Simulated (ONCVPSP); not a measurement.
# Which change was made? (W, ONCV)

tungsten, optimised norm-conserving Vanderbilt (ONCV), made with ONCVPSP 4.0.1 (PBE, scalar-relativistic). Core [Kr] 4d10 4f14, reference 5s2 5p6 5d4 6s2. Waves: 5s+6s: rc 1.80 bohr, ncon 4, nbas 8, qcut 7.4 1/bohr, 2 projectors; 5p: rc 1.75 bohr, ncon 3, nbas 6, qcut 8.1 1/bohr, 2 projectors, debl 3.8 Ha; 5d: rc 2.80 bohr, ncon 4, nbas 9, qcut 4.8 1/bohr, 2 projectors, debl 3 Ha. Local part: polynomial inside 1.20 bohr (lpopt 5, dvloc0 2 Ha). Core correction: Teter function, fcfact 2, rcfact 1.8.

Cutoffs, loose and tight: the cutoffs (Ha) at which the residual kinetic energy of the hardest occupied pseudo-wave falls to 1 and 0.1 mHa per electron. They do not see the model core or the augmentation charge, which bear on the density cutoff. Test errors are all-electron minus pseudo excitation energies from the reference, over the configurations 5s2 5p6 5d4 6s1; 5s2 5p6 5d4 6s0; 5s2 5p6 5d3 6s0; 5s2 5p6 5d5 6s1; variants that change the core or the reference have their own tests.

The base gives: outcome: generated; cutoff, loose: 20 Ha; cutoff, tight: 25 Ha; bound ghosts: none; GHOST(+) flags above zero: s; largest test error (meV): -87.

**Question.** After one change the result is: outcome: generated; cutoff, loose: 17 Ha; cutoff, tight: 23 Ha; bound ghosts: none; GHOST(+) flags above zero: s; largest test error (meV): -87. Which change was it?
A. all radii but the core radius scaled by about 0.78 (s 1.40, p 1.36, d 2.18 bohr); local potential polynomial inside 0.94 bohr (lpopt 5, dvloc0 2 Ha)
B. all radii but the core radius scaled by about 0.85 (s 1.54, p 1.50, d 2.38 bohr); local potential polynomial inside 1.02 bohr (lpopt 5, dvloc0 2 Ha)
C. all radii but the core radius scaled by about 1.09 (s 1.96, p 1.90, d 3.04 bohr); local potential polynomial inside 1.30 bohr (lpopt 5, dvloc0 2 Ha)

**Answer.** C. The others give: all radii but the core radius scaled by about 0.85 (s 1.54, p 1.50, d 2.38 bohr); local potential polynomial inside 1.02 bohr (lpopt 5, dvloc0 2 Ha) → outcome: generated; cutoff, loose: 24 Ha; cutoff, tight: 29 Ha; bound ghosts: none; GHOST(+) flags above zero: s, p, d; largest test error (meV): -79 | all radii but the core radius scaled by about 0.78 (s 1.40, p 1.36, d 2.18 bohr); local potential polynomial inside 0.94 bohr (lpopt 5, dvloc0 2 Ha) → outcome: generated; cutoff, loose: 27 Ha; cutoff, tight: 44 Ha; bound ghosts: s; GHOST(+) flags above zero: p, d; largest test error (meV): -73.
